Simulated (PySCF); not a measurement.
Compound: C2H4FGeN.
Numbering: `[CH:1]#[C:2][Ge@@H:3]([NH2:4])[F:5]` (hydrogens: H6 on C1; H7 on Ge3; H8, H9 on N4)

Geometry (PBE0-D3(BJ)/def2-SVP, Å), atoms numbered from 1 in this order:
```xyz
9
C2H4FGeN angstrom
C      2.2848    0.6106   -0.8451
C      1.2586    0.3800   -0.2360
Ge    -0.3320    0.0520    0.7337
N     -1.6478   -0.2794   -0.4542
F     -0.0021   -1.3403    1.7396
H      3.1924    0.8102   -1.3875
H     -0.7201    1.1718    1.6959
H     -2.5621   -0.5022   -0.0728
H     -1.4132   -0.9196   -1.2069
```

The calculation used PBE0-D3(BJ)/def2-SVP geometry optimisation, gas phase (PySCF).

Take the most abundant isotopes and a rigid rotor. The values belong to one conformer with, in the numbering `[CH:1]#[C:2][Ge@@H:3]([NH2:4])[F:5]`, C2–Ge3–N4–H 178° and 46°.

(1) What are A, B and C (MHz)?

(2) What kind of rotor is it?

(3) Is it planar, by Δ = Ic − Ia − Ib?

(4) Give the other two planar moments, Paa and Pbb, and the rms extents of the mass along the axes.

(5) Where do the levels up to J = 2 lie, in MHz?

(6) Which types of transition are allowed, and where do some lines up to J = 3 fall?

(7) Estimate the classical rotational partition function at 10 K, 100 K and 500 K.

Answers

(1) Ia = 95.65, Ib = 196.45, Ic = 253.73 u·Å²; 505379 MHz·u·Å²/I gives A = 5284, B = 2573, C = 1992 MHz.

(2) An asymmetric top; Ray's κ = -0.647.

(3) Not planar: Δ = Ic − Ia − Ib = -38.37 u·Å². For a rigid frame Δ = −2 Σ m c², so Σ m c² = 19.18 u·Å² lies off the ab plane: 5.44 from hydrogen and 13.74 from heavier atoms. The atom farthest from that plane is 1.74 Å away.

(4) Paa = Σ m a² = (Ib + Ic − Ia)/2 = 177.27 and Pbb = Σ m b² = (Ia + Ic − Ib)/2 = 76.47 u·Å². With the mass M = 134.95 u, the rms extents √(P/M) along a, b and c are 1.15, 0.75, 0.38 Å.

(5) Above 0(0,0):
J = 1: 1(0,1) 4564, 1(1,1) 7275, 1(1,0) 7856
J = 2: 2(0,2) 13609, 2(1,2) 15823, 2(1,1) 17566, 2(2,1) 25699, 2(2,0) 25783

(6) The dipole components are |μa| = 0.35 D, |μb| = 1.78 D, |μc| = 0.12 D. The squared components, which scale the intensities, stand as 0.04 : 1.00 : 0.00 (a : b : c). Some lines, for components of 0.1 D or more:

```
type  branch         J(Ka,Kc)    MHz  lower level (cm⁻¹)
   c       Q  1(1,1) ← 1(0,1)   2711               0.152
   b       Q  1(1,0) ← 1(0,1)   3292               0.152
   a       Q  3(1,2) ← 3(1,3)   3477               0.954
   b       Q  2(1,1) ← 2(0,2)   3956               0.454
   a       R  1(0,1) ← 0(0,0)   4564               0.000
   b       Q  3(2,1) ← 3(1,2)   7726               1.070
   c       R  1(1,0) ← 0(0,0)   7856               0.000
   b       Q  2(2,0) ← 2(1,1)   8217               0.586
   a       R  2(1,2) ← 1(1,1)   8548               0.243
   a       R  2(0,2) ← 1(0,1)   9045               0.152
   a       R  3(1,3) ← 2(1,2)  12773               0.528
   a       R  3(2,2) ← 2(2,1)  13693               0.857
   a       R  3(2,1) ← 2(2,0)  14017               0.860
   a       R  3(1,2) ← 2(1,1)  14507               0.586
   b       Q  3(3,0) ← 3(2,1)  14656               1.328
   b       R  3(1,3) ← 2(0,2)  14987               0.454
   c       R  2(2,1) ← 1(1,1)  18423               0.243
   c       R  3(1,2) ← 2(0,2)  18464               0.454
   b       R  2(2,0) ← 1(1,1)  18507               0.243
   b       R  3(2,2) ← 2(1,1)  21826               0.586
   c       R  3(2,2) ← 2(1,2)  23568               0.528
   b       R  3(2,1) ← 2(1,2)  23976               0.528
   b       R  3(3,1) ← 2(2,0)  28666               0.860
   b       R  3(3,0) ← 2(2,1)  28757               0.857
```

(7) Point group C1, symmetry number σ = 1; q = (√π/σ)·√((kT/h)³/(ABC)), k/h = 20836.6 MHz/K: 1020 at 10 K, 32400 at 100 K, 362000 at 500 K.

Stationary, but not proved a minimum. Constants of a rigid frame at the computed geometry: no zero-point averaging, no centrifugal distortion. A rigid rotor knows nothing of inversion at nitrogen, which can split or shift real lines. Quadrupole hyperfine structure (14N) is left out.

The run took 2.2 min wall on Arm Neoverse V1, one thread, shared host with 64 logical CPUs at a one-minute load of 40, and the process peaked at 0.45 GiB of memory. That covers the optimisation of the geometry.
